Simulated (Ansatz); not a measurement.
Isolated molecules relaxed with PBE0-D4/def2-TZVP in Ansatz; ΔE leaves out vibrations. CCSD(T)/CBS is the MP2 limit (def2-TZVPP, def2-QZVPP) plus CCSD(T) − MP2 in def2-TZVPP, frozen cores. This one scheme is used for every species. DFT in def2-TZVPP. One conformer a species, not always the lowest.

Reaction (hydrogenolysis of the Si–C bond): `C[SiH](Cl)B[SiH3]` + H₂ → `[SiH3]B[SiH2]Cl` + CH₄

CCSD(T)/CBS gives -4.5 kcal/mol.

Another level gave -3.0 kcal/mol. Which?
A. revPBE-D4/def2-TZVPP
B. r2SCAN/def2-TZVPP
C. HF/def2-TZVPP
D. CAM-B3LYP/def2-TZVPP

A. revPBE-D4 -3.0, r2SCAN -4.8, CAM-B3LYP -7.5, HF/def2-TZVPP -10.7 kcal/mol.

Largest T1 diagnostic among the species: 0.012.

In def2-TZVPP, CCSD(T) changes the Hartree–Fock value by +5.6 kcal/mol (the triples alone add +1.1 kcal/mol) and MP2 by +7.1 kcal/mol. The D4 term adds +2.9 kcal/mol with B3LYP and +1.6 kcal/mol with PBE0; it sums over pairs of atoms, weighted by their polarisabilities, and B3LYP, whose exchange is more repulsive, gets the larger term.

CCSD(T)/CBS has its own doubt, a few kJ/mol and more with outer-core shells, so smaller differences from it don't rank the levels.

B3LYP here is the variant with VWN-RPA as its local correlation; programs differ in this.
